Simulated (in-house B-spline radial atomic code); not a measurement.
## LC-wPBE excitations of Cl7+

Method: LC-wPBE. Computed with an all-electron radial atomic-structure program (B-spline basis): linear response of the closed shell [He] 2s2 2p6 with the functional's adiabatic kernel; non-relativistic, point nucleus, no spin-orbit coupling, no double excitations, S, P, D and F terms only. Only terms of natural parity with L up to 3 were computed.

Command:
```bash
python run_td.py task.json out
```
Settings (radii: box in bohr, nucleus in fm):
```
Z                        17
electrons                10
configuration            [He] 2s2 2p6
hamiltonian              nr
method                   lc_wpbe
box_radius               12.81
intervals                50
```

Cost of the run: 0.4 s on 1 thread of Arm Neoverse N1, with other jobs on the host.

The lowest states, in the order of their Tamm-Dancoff energies; the method's threshold (minus the highest occupied level) is 329.05 eV. Labels give the largest channel, * marks a mixed state, and oscillator strengths are full-response dipole values. Semilocal kernels can invert the small singlet-triplet splittings of Rydberg terms. Energies in eV:

```csv
state,full response,Tamm-Dancoff,oscillator strength
2p → 3s 3P,?,?,-
2p → 3s 1P,201.49,201.52,0.189
2p → 3p 3S,213.79,213.83,-
2p → 3p 3D,214.85,214.87,-
2p → 3p 1D,216.03,216.03,-
2p → 3p 1S,224.11,224.70,-
2p → 3d 3P,235.17,235.18,-
2p → 3d 3F,235.42,235.44,-
2p → 3d 1F,236.32,236.32,-
2p → 3d 1P,?,?,?
```

(1) Where does 2p → 3s 3P lie?

(2) Where does 2p → 3d 1P lie?

(3) How large is the singlet-triplet splitting of 2p → 3s (P terms) in Tamm-Dancoff?

(4) What polarisabilities and dispersion coefficient does the method give?

## Answers

(1) At 200.01 eV in full response, 200.03 eV in Tamm-Dancoff.

(2) At 239.95 eV in full response, 240.10 eV in Tamm-Dancoff, oscillator strength 1.53.

(3) 1.5 eV, from the unrounded values.

(4) Dipole 0.05291 bohr³, quadrupole 0.01885 bohr⁵, C6 0.02291 hartree·bohr⁶ for two such species.
